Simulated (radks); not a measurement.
Spherical quantum dot in the effective-mass picture: electrons in a hard-walled sphere of radius 4.73, all in effective atomic units (hartree* = m*/eps^2 hartree, bohr* = eps/m* bohr), one dielectric constant everywhere. Method: non-relativistic Kohn-Sham, exchange-only LDA, spin-polarised, spherical densities; computed with a radial shooting solver with Libxc functionals. Levels are named by radial order and angular momentum (1s, 1p, 1d, 2s, ...), and open shells are averaged over m.

N = 22, configuration 1s2 1p6 1d10 1f(up 4, down 0). This is the lowest configuration that the search found. Occupied and some empty levels:

level,occupation,eigenvalue (hartree*),<r> (bohr*)
1s up,1,6.0463,3.287
1s down,1,6.0925,3.263
1p up,3,6.1540,3.381
1p down,3,6.2024,3.368
1d up,5,6.3459,3.469
1d down,5,6.3962,3.462
1f up,4,6.6125,3.547
1f down,0,6.6641,3.542
2s up,0,6.9035,2.110
2s down,0,6.9181,2.105
1g up,0,6.9476,3.614
1g down,0,7.0002,3.611
2p up,0,7.2751,2.477
2p down,0,7.2967,2.470
2d up,0,7.7228,2.707
2d down,0,7.7498,2.700

Energy (hartree*): total 76.5008, kinetic 18.102, external 0, Hartree 65.102, exchange-correlation -6.7033.
